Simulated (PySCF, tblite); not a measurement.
Isomers of C3H6ClNSi. Computed values, GFN2-xTB/tblite, gas phase, harmonic and unscaled. This tight-binding method is rough: wavenumbers can miss measured ones by several per cent, in bad cases by 10 to 20. Modes of hydrogen on silicon can be 10 to 20 % off. One conformer each.

Electronic energies: PBE0/pcSseg-1 single points on the GFN2-xTB geometries (PySCF, gas phase).

| SMILES | electronic energy, lowest = 0 (kJ/mol) |
| --- | --- |
| N#C[SiH2]CCCl | 164.2 |
| C[Si@@H](Cl)CC#N | 0.0 |
| C=C[Si@@H](Cl)N=C | 90.2 |

**Question.** How do GFN2-xTB zero-point energies change the relative energies?

**Answer.** 
| SMILES | ZPE (kJ/mol) | of it from modes above 1550 cm⁻¹ | electronic (kJ/mol) | with ZPE, lowest = 0 (kJ/mol) | lowest mode (cm⁻¹) | rings |
| --- | --- | --- | --- | --- | --- | --- |
| C[Si@@H](Cl)CC#N | 215.0 | 117.9 | 0.0 | 0.0 | 40 | 0 |
| C=C[Si@@H](Cl)N=C | 212.0 | 124.4 | 90.2 | 87.2 | 35 | 0 |
| N#C[SiH2]CCCl | 210.7 | 112.6 | 164.2 | 159.9 | 21 | 0 |

The zero-point energies span 4.3 kJ/mol, from `N#C[SiH2]CCCl` to `C[Si@@H](Cl)CC#N`. The order is unchanged.

**Question.** And how do the electronic energies of GFN2-xTB itself compare?

**Answer.** `C[Si@@H](Cl)CC#N` 0.0; `C=C[Si@@H](Cl)N=C` 50.1; `N#C[SiH2]CCCl` 152.3 kJ/mol, lowest = 0. Against the energies above, taken from the same isomer `C[Si@@H](Cl)CC#N`, the largest difference is 40.1 kJ/mol.
